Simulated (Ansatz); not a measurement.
Born–Oppenheimer molecular dynamics of BBrFH3 (6 atoms, charge 0, multiplicity 1). It starts at the highest image of a converged band, a first-order saddle point between two minima.

The calculation used RKS B3LYP/def2-SVP (Ansatz 0.2.0).

| Quantity | Value |
| --- | --- |
| ensemble | NVE (velocity Verlet) |
| time step | 0.5 fs |
| steps asked | 200 |
| starting velocities drawn for | 100 K |
| seed | 7466 |

First frame:

```xyz
6
Properties=species:S:1:pos:R:3
B 0.010 -0.174 0.040
F 0.006 0.125 1.549
H 1.063 0.109 -0.452
H -1.062 0.040 -0.444
Br 0.082 -2.335 0.559
H 0.045 -1.048 1.671
```

Q: How far do the bonds stretch over the last three quarters of this one trajectory? (Pairs bonded in most of those frames.)

A: 
```csv
bond,mean (Å),spread (Å),shortest,longest
B1–F2,1.320,0.015,1.30,1.36
B1–H3,1.210,0.013,1.19,1.23
B1–H4,1.209,0.010,1.19,1.22
Br5–H6,1.436,0.019,1.41,1.48
```

Pairs bonded in part of these frames only: B1–Br5 10 %.

Mean temperature of the second half: 1727 K. The conserved energy stayed within 0.037 meV per atom of its start (net change 0.015 meV per atom), so the integration is sound. The kinetic energy rose, since the run started high on the potential surface and went downhill. It ends in pieces (BFH2 + BrH), so much of that is their flight and rotation, not heat. A run of 0.1 ps of so small a system gives no equilibrium averages. The orbitals stay closed-shell, which can raise the energy where a bond breaks towards radicals; this wasn't checked here.

Time of the run: 8.4 min on 1 thread of Arm Neoverse V1, with other jobs on the host, peak memory 0.16 GiB.
